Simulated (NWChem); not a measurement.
# C₂H₆O₂Si; SMILES CC(=O)[SiH2]O

```xyz
11

C      0.5604    -2.1550     0.0000
C     -0.1720    -0.8333     0.0000
O     -1.3981    -0.7763     0.0000
Si     0.6958     0.9037     0.0000
O     -0.6058     1.9280     0.0000
H      1.2126    -2.2203    -0.8813
H      1.2126    -2.2203     0.8813
H     -0.1478    -2.9886     0.0000
H      1.5501     1.0548    -1.2086
H      1.5501     1.0548     1.2086
H     -1.4183     1.3845     0.0000
```
Atoms are numbered in this order, from 1.

Results from NWChem. The geometry was optimised at B3LYP/6-31G* (spherical d).

Problem. Order these by “highest occupied level (eV)”, lowest first: CAM-B3LYP/def2-SVP; LDA (Slater exchange, VWN5)/def2-SVP; B3LYP/def2-SVP; TPSSh/def2-SVP.

Solution. CAM-B3LYP/def2-SVP (-8.57), B3LYP/def2-SVP (-6.94), TPSSh/def2-SVP (-6.39), LDA (Slater exchange, VWN5)/def2-SVP (-5.85)
